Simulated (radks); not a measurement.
The numbers below are computed, except where a source is named.
Valence configurations of neutral thallium. Level of theory: Dirac Kohn-Sham, PBEsol, spin-unpolarised, spherical densities, finite nucleus; open shells fill j = l - 1/2 first; Fermi nuclear charge, rms radius 5.4759 fm (a radial shooting solver on a logarithmic mesh with Libxc functionals). Energies are relative to [Hg] 6p1; eigenvalues in eV.

valence	E (eV)	e(4f5/2)	e(4f7/2)	e(5d3/2)	e(5d5/2)	e(6p1/2)
[Hg] 6p1	0.000	-115.74	-111.14	-16.253	-14.055	-2.843
[Xe] 4f14 5d9.5 6s2 6p1.5	5.931	-118.29	-113.68	-18.196	-15.938	-3.428
[Xe] 4f14 5d10 6s1 6p2	6.437	-117.22	-112.62	-17.654	-15.437	-3.546
[Xe] 4f14 5d9 6s2 6p2	12.510	-120.83	-116.23	-20.102	-17.785	-3.979
[Xe] 4f14 5d10 6p3	14.378	-119.25	-114.65	-19.580	-17.338	-4.535
[Xe] 4f14 5d9 6s1 6p3	21.050	-122.86	-118.26	-22.008	-19.666	-4.964
[Xe] 4f14 5d8 6s2 6p3	29.250	-126.67	-122.06	-24.531	-22.088	-5.410
[Xe] 4f14 5d7.5 6s2 6p3.5	38.822	-129.59	-124.99	-26.697	-24.192	-6.082
[Xe] 4f13.5 5d10 6s2 6p1.5	56.198	-124.63	-119.96	-18.968	-16.624	-3.431
[Xe] 4f13.5 5d10 6s1 6p2.5	63.678	-126.40	-121.73	-20.641	-18.276	-4.284

NIST lists [Hg] 6p1 as the ground configuration; this level of theory agrees among the configurations tried. The energies are those of spherical spin-averaged densities, not of single terms.
